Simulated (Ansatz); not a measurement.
Calculated with Ansatz (gas phase, PBE0-D4/def2-TZVP geometries, no zero-point term in ΔE). CBS: MP2 limit from def2 TZ/QZ plus the TZ coupled-cluster correction, frozen cores. This one scheme is used for every species, atoms too. Functionals use def2-TZVPP. HSE06 is defined as in plane-wave codes. No spin–orbit coupling; open shells (•) take unrestricted orbitals. Spin–orbit coupling would lower the free atoms: a little for C, O, Si.

Reaction (atomization): `C1O[SiH2]O[SiH2]1` → C• + 6 H• + 2 O• + 2 Si•

```json
{"level": "PBE-D4", "ΔE (kcal/mol)": "998.6", "difference from CCSD(T)/CBS": "0.8"}
{"level": "r2SCAN-D4", "ΔE (kcal/mol)": "995.0", "difference from CCSD(T)/CBS": "-2.8"}
{"level": "PBE0-D4", "ΔE (kcal/mol)": "984.3", "difference from CCSD(T)/CBS": "-13.5"}
{"level": "BLYP", "ΔE (kcal/mol)": "972.5", "difference from CCSD(T)/CBS": "-25.3"}
{"level": "r2SCAN", "ΔE (kcal/mol)": "993.5", "difference from CCSD(T)/CBS": "-4.3"}
{"level": "PBE0", "ΔE (kcal/mol)": "979.0", "difference from CCSD(T)/CBS": "-18.8"}
{"level": "HSE06", "ΔE (kcal/mol)": "980.0", "difference from CCSD(T)/CBS": "-17.8"}
{"level": "MP2/def2-SVP", "ΔE (kcal/mol)": "935.3", "difference from CCSD(T)/CBS": "-62.5"}
{"level": "HF/CBS(def2)", "ΔE (kcal/mol)": "732.7", "difference from CCSD(T)/CBS": "-265.1"}
{"level": "MP2/CBS(def2)", "ΔE (kcal/mol)": "1016.0", "difference from CCSD(T)/CBS": "18.2"}
{"level": "CCSD(T)/CBS", "ΔE (kcal/mol)": "997.8", "difference from CCSD(T)/CBS": "0"}
```

Largest T1 diagnostic among the species: 0.012.

In def2-TZVPP, CCSD(T) changes the Hartree–Fock value by +239.2 kcal/mol (the triples alone add +13.5 kcal/mol) and MP2 by +257.4 kcal/mol; breaking electron pairs costs correlation energy, which Hartree–Fock lacks. From PBE to PBE0 (25 % exact exchange), in def2-TZVPP and without D4, ΔE moves by −13.3 kcal/mol: exact exchange takes away binding that semilocal exchange gives to molecules. Leaving LDA and LC-ωPBE aside and taking each functional with its dispersion term where it has one, the values, not all of them listed here, spread over 33.9 kcal/mol, from BHLYP-D4 to ωB97X-V. LDA lies +134.6 kcal/mol from PBE without D4, its usual overbinding.

For atomizations the MP2-based limit and the directly extrapolated one differ by several kJ/mol either way, and by 10 to 25 for some Ge, Se and Sn compounds, so smaller differences from it don't rank the levels.
